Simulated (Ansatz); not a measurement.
Isolated molecules relaxed with PBE0-D4/def2-TZVP in Ansatz; ΔE leaves out vibrations. CCSD(T)/CBS adds triple-zeta CCSD(T) − MP2 to the extrapolated MP2 energy (def2 sets, frozen cores). For Zn outer-core shells are correlated without core-valence functions, which leaves a few kJ/mol of doubt a bond. Scalar relativity is left out up to krypton. One conformer a species, not always the lowest.

Consider the ligand exchange at the Si–O bond: `[SiH3]O[CH2][ZnH]` + `[BH2][AlH][OH]` → `[BH2][AlH][O][SiH3]` + `O[CH2][ZnH]`.

`[SiH3]O[CH2][ZnH]`:

```xyz
10

Si   -0.610   -0.524   -1.589
O    -0.620   -0.033   -0.021
C     0.623    0.235    0.647
Zn    0.192    0.778    2.487
H    -2.024   -0.717   -1.990
H     0.147   -1.800   -1.740
H     0.039    0.498   -2.460
H     1.175    1.021    0.114
H     1.261   -0.659    0.630
H    -0.184    1.200    3.922
```

`[BH2][AlH][OH]`:

```xyz
7

B     0.885    0.967   -0.795
Al   -0.510   -0.071    0.421
O    -0.379   -1.769    0.443
H     0.670    1.233   -1.945
H     1.942    1.354   -0.383
H    -1.650    0.616    1.300
H    -0.958   -2.329    0.958
```

`[BH2][AlH][O][SiH3]`:

```xyz
10

B    -1.956   -1.038    1.241
Al   -0.702   -1.070   -0.470
O     0.523    0.090   -0.576
Si    1.640    1.264   -0.524
H    -2.967   -0.395    1.293
H    -1.714   -1.667    2.234
H    -0.814   -2.099   -1.675
H     1.447    2.206   -1.659
H     1.538    2.030    0.749
H     3.005    0.679   -0.613
```

`O[CH2][ZnH]`:

```xyz
7

O    -1.316   -0.716   -0.167
C    -0.458    0.421   -0.013
Zn    1.457   -0.036   -0.173
H    -1.208   -1.282    0.599
H    -0.697    0.971    0.907
H    -0.718    1.097   -0.833
H     2.939   -0.455   -0.320
```

| species | CCSD(T)/CBS(def2) energy (Eh) |
| --- | --- |
| `[SiH3]O[CH2][ZnH]` | -2184.28160 |
| `[BH2][AlH][OH]` | -344.39123 |
| `[BH2][AlH][O][SiH3]` | -634.71196 |
| `O[CH2][ZnH]` | -1893.96502 |

**Question.** Work out ΔE.

**Answer.** ΔE = (-634.71196) + (-1893.96502) − (-2184.28160) − (-344.39123) = -0.00415 Eh = -2.6 kcal/mol.

Largest T1 diagnostic among the species: 0.014.

Leaving LDA and LC-ωPBE aside and taking each functional with its dispersion term where it has one, the values, not all of them listed here, spread over 1.3 kcal/mol, from BHLYP-D4 to revPBE-D4. LDA lies +0.8 kcal/mol from PBE without D4. In def2-TZVPP, CCSD(T) changes the Hartree–Fock value by +1.9 kcal/mol (the triples alone add +0.3 kcal/mol) and MP2 by +2.4 kcal/mol.
